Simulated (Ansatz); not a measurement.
`[SiH3][Si](Cl)Cl` radical, relaxed with UKS PBE-D4/def2-SVP in Ansatz from a rough embedded geometry. The force threshold is 0.03 eV/Å; the program also tests the step.

The species carries charge 0 and has multiplicity 2.

Start:

```xyz
7

Si    0.056   -0.310    0.903
Si   -0.255   -0.203   -1.313
Cl    1.443    0.389   -2.232
Cl   -1.568    1.264   -1.824
H    -1.238   -0.734    1.623
H     1.069   -1.373    1.305
H     0.494    0.967    1.537
```

| step | energy (eV) | largest force (eV/Å) | largest move (Å) |
| --- | --- | --- | --- |
| 1 | -40819.3580 | 1.743 | 0.000 |
| 2 | -40819.5858 | 0.433 | 0.194 |
| 3 | -40819.6109 | 0.096 | 0.054 |
| 4 | -40819.6132 | 0.091 | 0.029 |
| 5 | -40819.6139 | 0.043 | 0.055 |
| 6 | -40819.6145 | 0.011 | 0.012 |

End:

```xyz
7

Si    0.045   -0.334    0.971
Si   -0.259   -0.220   -1.375
Cl    1.574    0.359   -2.210
Cl   -1.675    1.282   -1.742
H    -1.264   -0.715    1.603
H     1.084   -1.378    1.268
H     0.496    1.006    1.485
```

It took 4.3 s on 4 threads of an Intel Xeon 6975P-C on a shared host, with 0.18 GiB of host memory at the peak.
